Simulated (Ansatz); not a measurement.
Ideal-gas functions of FH2O2SV, SMILES `[OH][V]([OH])([F])=[S]` at 800 K and 1 bar, from an Ansatz frequency run at PBE0-D4/def2-TZVP.

Molar mass 136.02 g/mol, point group Cs (symmetry number 1), electronic degeneracy 1, moments of inertia 148.118, 210.366, 211.341 u Å². Harmonic wavenumbers (cm⁻¹, unscaled): 213, 218, 228, 235, 262, 325, 354, 602, 606, 653, 759, 803, 823, 3885, 3889.

Use S(trans) = R[1.5 ln M + 2.5 ln T − 1.1517]; rotational temperatures θ = 24.2544 K / I; S(rot) = R[ln(√π/σ · √(T³/θAθBθC)) + 1.5]; for each mode x = 1.438777 ν̃/T, S = R[x/(eˣ − 1) − ln(1 − e⁻ˣ)] and H = RT x/(eˣ − 1); 1 cm⁻¹ = 0.0119627 kJ/mol; R = 8.31446 J/(mol·K).

Problem. By hand: the entropy, in J/(mol·K).

Solution. Translation 190.6. Rotation: θ = 0.1638, 0.1153, 0.1148 K, giving 126.1. Vibration, mode by mode: 16.34, 16.15, 15.78, 15.54, 14.65, 12.90, 12.21, 8.05, 8.00, 7.44, 6.34, 5.95, 5.77, 0.06, 0.06, in all 145.2. Electronic 0.0. Sum 461.9 J/(mol·K).

Problem. By hand: H − E and G − E in kJ/mol, counted from the electronic energy.

Solution. Zero-point energy ½ × 13855 × 0.0119627 = 82.9; thermal vibration 56.4; translation, rotation and pV give 4 RT = 26.6. H − E = 165.9 kJ/mol, and G − E = 165.9 − 800 × 461.9/1000 = -203.6 kJ/mol.

Vibration gives 31 % of the entropy. The sum counts one conformer and one mirror image; others add a mixing term.
